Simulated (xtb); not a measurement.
CrF2O2, charge +1, doublet, from a rough starting geometry (GFN-xTB shapes and energies of metal compounds can be far from the true ones) (the multiplicity is a formal guess); GFN2-xTB (xtb).

Here is a job for xtb.
```
$ xtb mol.xyz --gfn 2 --chrg 1 --uhf 1 --opt vtight --json

# file mol.xyz
5

Cr     0.03050688    -0.03404880    -0.01038013
O      1.19586162    -0.32953286    -0.92647877
O      0.47289545     0.04542069     1.46346771
F     -0.57862539     1.45834647    -0.38740706
F     -1.12993812    -1.17382853    -0.17703472
```

What the program printed (banner, timings and long lists left out):

```
   ID    Z sym.   atoms
    1   24 Cr     1
    2    8 O      2, 3
    3    9 F      4, 5

           -------------------------------------------------
          |                Calculation Setup                |
           -------------------------------------------------

           -------------------------------------------------
          |                 G F N 2 - x T B                 |
           -------------------------------------------------

          ...................................................
          :                      SETUP                      :
          :.................................................:
          :  # basis functions                  26          :
          :  # atomic orbitals                  25          :
          :  # shells                           11          :
          :  # electrons                        31          :
          :  max. iterations                   250          :
          :  Hamiltonian                  GFN2-xTB          :
          :  restarted?                      false          :
          :  GBSA solvation                  false          :
          :  PC potential                    false          :
          :  electronic temp.          300.0000000     K    :
          :  accuracy                    1.0000000          :
          :  -> integral cutoff          0.2500000E+02      :
          :  -> integral neglect         0.1000000E-07      :
          :  -> SCF convergence          0.1000000E-05 Eh   :
          :  -> wf. convergence          0.1000000E-03 e    :
          :  Broyden damping             0.4000000          :
          :  net charge                          1          :
          :  unpaired electrons                  1          :
          ...................................................

 iter      E             dE          RMSdq      gap      omega  full diag
   1    -15.5488128 -0.155488E+02  0.228E+01    1.43       0.0  T
   2    -13.9911198  0.155769E+01  0.292E+01   15.89       1.0  T
   3    -17.6650556 -0.367394E+01  0.145E+01    6.57       1.0  T
   4    -18.1544596 -0.489404E+00  0.119E+01    5.85       1.0  T
   5    -18.5285785 -0.374119E+00  0.942E+00    5.15       1.0  T
   6    -19.0034713 -0.474893E+00  0.538E+00    3.97       1.0  T
   7    -18.9460898  0.573816E-01  0.529E+00    4.07       1.0  T
   8    -19.0689090 -0.122819E+00  0.301E+00    3.45       1.0  T
   9    -19.0433378  0.255713E-01  0.335E+00    3.21       1.0  T
  10    -19.0448170 -0.147919E-02  0.301E+00    3.18       1.0  T
  11    -19.1058343 -0.610173E-01  0.434E-01    3.66       1.0  T
  12    -19.1053783  0.455939E-03  0.562E-01    3.58       1.0  T
  13    -19.1055733 -0.194951E-03  0.460E-01    3.59       1.0  T
  14    -19.1060995 -0.526208E-03  0.229E-01    3.61       1.0  T
  15    -19.1064463 -0.346775E-03  0.490E-02    3.64       1.0  T
  16    -19.1064431  0.315482E-05  0.452E-02    3.64       1.0  T
  17    -19.1064475 -0.433712E-05  0.321E-02    3.64       1.4  T
  18    -19.1064513 -0.386764E-05  0.195E-02    3.64       2.3  T
  19    -19.1064536 -0.231280E-05  0.635E-03    3.65       7.0  T
  20    -19.1064539 -0.229961E-06  0.262E-03    3.65      17.1  T
  21    -19.1064539 -0.271267E-07  0.539E-04    3.65      83.0  T
  22    -19.1064539 -0.673310E-09  0.284E-04    3.65     157.6  T

   *** convergence criteria satisfied after 22 iterations ***

         :::::::::::::::::::::::::::::::::::::::::::::::::::::
         ::                     SUMMARY                     ::
         :::::::::::::::::::::::::::::::::::::::::::::::::::::
         :: total energy             -19.020551533526 Eh    ::
         :: gradient norm              0.073608397080 Eh/a0 ::
         :: HOMO-LUMO gap              3.645900949734 eV    ::
         ::.................................................::
         :: SCC energy               -19.106453678517 Eh    ::
         :: -> isotropic ES            0.210064147461 Eh    ::
         :: -> anisotropic ES         -0.003202121110 Eh    ::
         :: -> anisotropic XC         -0.000655359265 Eh    ::
         :: -> dispersion             -0.001944135104 Eh    ::
         :: repulsion energy           0.085902144991 Eh    ::
         :: add. restraining           0.000000000000 Eh    ::
         :: total charge               1.000000000140 e     ::
         :::::::::::::::::::::::::::::::::::::::::::::::::::::

      -----------------------------------------------------------
     |                   =====================                   |
     |                        A N C O P T                        |
     |                   =====================                   |
     |               Approximate Normal Coordinate               |
     |                Rational Function Optimizer                |
      -----------------------------------------------------------
      -----------------------------------------------------------
     |                   =====================                   |
     |                        A N C O P T                        |
     |                   =====================                   |
     |               Approximate Normal Coordinate               |
     |                Rational Function Optimizer                |
      -----------------------------------------------------------

          ...................................................
          :                      SETUP                      :
          :.................................................:
          :   optimization level         verytight          :
          :   max. optcycles                   200          :
          :   ANC micro-cycles                  20          :
          :   degrees of freedom                 9          :
          :.................................................:
          :   RF solver                   davidson          :
          :   write xtbopt.log                true          :
[...]
 * total energy  :   -19.0240632 Eh     change       -0.1000169E-03 Eh
 * total energy  :   -19.0241417 Eh     change       -0.7849095E-04 Eh
 * total energy  :   -19.0242263 Eh     change       -0.8459408E-04 Eh
 * total energy  :   -19.0243109 Eh     change       -0.8459107E-04 Eh
 * total energy  :   -19.0244211 Eh     change       -0.1101685E-03 Eh
 * total energy  :   -19.0245163 Eh     change       -0.9525151E-04 Eh
 * total energy  :   -19.0245942 Eh     change       -0.7788020E-04 Eh
 * total energy  :   -19.0246379 Eh     change       -0.4367130E-04 Eh
 * total energy  :   -19.0246691 Eh     change       -0.3120356E-04 Eh
 * total energy  :   -19.0246719 Eh     change       -0.2860562E-05 Eh
 * total energy  :   -19.0246725 Eh     change       -0.5846673E-06 Eh
 * total energy  :   -19.0246727 Eh     change       -0.1565024E-06 Eh
 * total energy  :   -19.0246727 Eh     change       -0.4126160E-07 Eh
   *** GEOMETRY OPTIMIZATION CONVERGED AFTER 16 ITERATIONS ***
[...]
          ...................................................

 iter      E             dE          RMSdq      gap      omega  full diag
   1    -19.0940395 -0.190940E+02  0.774E-05    3.66       0.0  T
   2    -19.0940395  0.141398E-10  0.699E-05    3.66     640.1  T
   3    -19.0940395  0.455458E-11  0.640E-05    3.66     698.5  T

   *** convergence criteria satisfied after 3 iterations ***

         :::::::::::::::::::::::::::::::::::::::::::::::::::::
         ::                     SUMMARY                     ::
         :::::::::::::::::::::::::::::::::::::::::::::::::::::
         :: total energy             -19.024672729027 Eh    ::
         :: gradient norm              0.000050796927 Eh/a0 ::
         :: HOMO-LUMO gap              3.659749127916 eV    ::
         ::.................................................::
         :: SCC energy               -19.094039248039 Eh    ::
         :: -> isotropic ES            0.209734093401 Eh    ::
         :: -> anisotropic ES         -0.003122969454 Eh    ::
         :: -> anisotropic XC         -0.000479677761 Eh    ::
         :: -> dispersion             -0.001941606433 Eh    ::
         :: repulsion energy           0.069366519012 Eh    ::
         :: add. restraining           0.000000000000 Eh    ::
         :: total charge               1.000000000000 e     ::
         :::::::::::::::::::::::::::::::::::::::::::::::::::::

           -------------------------------------------------
          |                Property Printout                |
           -------------------------------------------------

    * Orbital Energies and Occupations

         #    Occupation            Energy/Eh            Energy/eV
      -------------------------------------------------------------
         1        2.0000           -1.1988364             -32.6220
       ...           ...                  ...                  ...
         4        2.0000           -1.0103704             -27.4936
         5        2.0000           -0.8891531             -24.1951
         6        2.0000           -0.8858480             -24.1052
         7        2.0000           -0.8802883             -23.9539
         8        2.0000           -0.8778064             -23.8863
         9        2.0000           -0.8732719             -23.7629
        10        2.0000           -0.8662678             -23.5723
        11        2.0000           -0.8522089             -23.1898
        12        2.0000           -0.8454196             -23.0050
        13        2.0000           -0.8386727             -22.8214
        14        2.0000           -0.8314417             -22.6247
        15        2.0000           -0.8303639             -22.5954
        16        1.0001           -0.8117767             -22.0896 (HOMO)
        17                         -0.6772834             -18.4298 (LUMO)
        18                         -0.6759628             -18.3939
        19                         -0.6144858             -16.7210
        20                         -0.5965217             -16.2322
        21                         -0.5804109             -15.7938
        22                          0.0743354               2.0228
        23                          0.2460910               6.6965
        24                          0.4308128              11.7230
        25                          0.4407074              11.9923
      -------------------------------------------------------------
                  HL-Gap            0.1344933 Eh            3.6597 eV
             Fermi-level           -0.7827339 Eh          -21.2993 eV

     #   Z          covCN         q      C6AA      α(0)
     1  24 Cr       2.838     0.864   149.720    31.655
     2   8 O        0.741     0.031    14.730     5.143
     3   8 O        0.741     0.031    14.730     5.143
     4   9 F        0.678     0.037     9.073     3.556
     5   9 F        0.678     0.037     9.073     3.556

 Mol. C6AA /au·bohr⁶  :        614.412029
 Mol. C8AA /au·bohr⁸  :      28908.948704
 Mol. α(0) /au        :         49.053270

Wiberg/Mayer (AO) data.
largest (>0.10) Wiberg bond orders for each atom

 ---------------------------------------------------------------------------
     #   Z sym  total        # sym  WBO       # sym  WBO       # sym  WBO
 ---------------------------------------------------------------------------
     1  24 Cr   6.892 --     2 O    2.033     3 O    2.033     4 F    1.413
                             5 F    1.413
     2   8 O    2.575 --     1 Cr   2.033     3 O    0.292     5 F    0.125
                             4 F    0.125
     3   8 O    2.575 --     1 Cr   2.033     2 O    0.292     5 F    0.125
                             4 F    0.125
     4   9 F    1.751 --     1 Cr   1.413     3 O    0.125     2 O    0.125
     5   9 F    1.751 --     1 Cr   1.413     3 O    0.125     2 O    0.125
 ---------------------------------------------------------------------------

Topologies differ in total number of bonds
Writing topology from bond orders to xtbtopo.mol

molecular dipole:
                 x           y           z       tot (Debye)
 q only:       -0.066      -0.002      -0.035
   full:       -0.644       0.100      -0.225       1.753
molecular quadrupole (traceless):
                xx          xy          yy          xz          yz          zz
 q only:        0.059       0.008       0.062       0.062      -0.028      -0.121
  q+dip:        0.100       0.012       0.051       0.101      -0.035      -0.150
   full:       -0.038       0.072       0.215       0.054      -0.043      -0.177

optimized geometry written to: xtbopt.xyz

           -------------------------------------------------
          | TOTAL ENERGY              -19.024672729027 Eh   |
          | GRADIENT NORM               0.000050796927 Eh/α |
          | HOMO-LUMO GAP               3.659749127916 eV   |
           -------------------------------------------------

normal termination of xtb
```
